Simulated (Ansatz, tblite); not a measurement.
Removing and adding an electron: Na₂Te (the lowest singlet isomer of a short search). Charge 0, multiplicity 1. Geometry: r2SCAN-D4/def2-TZVP. Ansatz, gas phase; energy differences of separate SCF runs; the oxidised species was run as a doublet alone; the reduced species was run as a doublet alone.

Cartesian coordinates in Å:
```
Na 0.497 -2.077 -0.675
Na -0.241 2.187 -0.416
Te -0.256 -0.110 1.091
```

In the def2 sets Te takes a core potential; there is no spin–orbit coupling. The xTB rows come from tblite. Correlated methods freeze 6 core orbitals; core or outer-core shells of Na, Te are correlated, in sets that lack core-valence functions. In CCSD on the charge -1 doublet the largest single amplitude is 0.27, so its Hartree–Fock determinant may place the open shell otherwise than the density functionals do. The structure comes from a short search, and lower isomers may exist.

| level | −HOMO (eV) | vertical IE (eV) | −LUMO (eV) | vertical EA (eV) | HOMO–LUMO gap (eV) | IE − EA (eV) | remarks |
| --- | --- | --- | --- | --- | --- | --- | --- |
| GFN1-xTB | 7.69 | 10.26 | 4.73 | 2.97 | 2.97 | 7.29 | – |
| GFN2-xTB | 6.01 | 9.24 | 4.66 | 1.71 | 1.35 | 7.53 | – |
| r2SCAN-D4/def2-TZVPD | 3.28 | – | 1.47 | 0.64 | 1.81 | – | HOMO above zero (-1 doublet) |
| PBE0-D4/def2-TZVPD | 4.02 | – | 1.41 | 0.63 | 2.61 | – | HOMO above zero (-1 doublet) |
| MP2/def2-TZVPD | – | – | – | 0.38 | – | – | – |
| MP2/def2-TZVPP | – | 5.56 | – | – | – | – | – |
| CCSD/def2-TZVPD | – | – | – | 0.42 | – | – | – |
| CCSD(T)/def2-TZVPD | – | – | – | 0.46 | – | – | – |

(1) Estimate the rows for HF/def2-TZVPD, HF/def2-TZVPP, PBE-D4/def2-TZVP, PBE-D4/def2-TZVPD, r2SCAN-D4/def2-TZVP, PBE0-D4/def2-TZVP, CCSD/def2-TZVPP, CCSD(T)/def2-TZVPP.

## Answers

(1) 
```tsv
level	−HOMO (eV)	vertical IE (eV)	−LUMO (eV)	vertical EA (eV)	HOMO–LUMO gap (eV)	IE − EA (eV)	remarks
HF/def2-TZVPD	–	–	–	0.26	–	–	–
HF/def2-TZVPP	–	4.48	–	–	–	–	–
PBE-D4/def2-TZVP	3.27	5.77	1.94	–	1.33	–	–
PBE-D4/def2-TZVPD	3.28	–	1.94	0.71	1.34	–	HOMO above zero (-1 doublet)
r2SCAN-D4/def2-TZVP	3.28	5.60	1.48	–	1.80	–	–
PBE0-D4/def2-TZVP	4.01	5.63	1.41	–	2.60	–	–
CCSD/def2-TZVPP	–	5.38	–	–	–	–	–
CCSD(T)/def2-TZVPP	–	5.49	–	–	–	–	–
```

Relaxing the oxidised species (r2SCAN-D4/def2-TZVP) changes its energy by -0.15 eV at PBE-D4/def2-TZVP, so the adiabatic ionisation energy to this nearest minimum is 5.62 eV. At PBE0-D4/def2-TZVP it is 5.47 eV.     A HOMO above zero means that the electron is unbound at that level or that self-interaction error raises the level; the energy of removing that electron tells which. Raw xTB energy differences between charge states are shifted by several eV; the methods need an empirical correction for them.
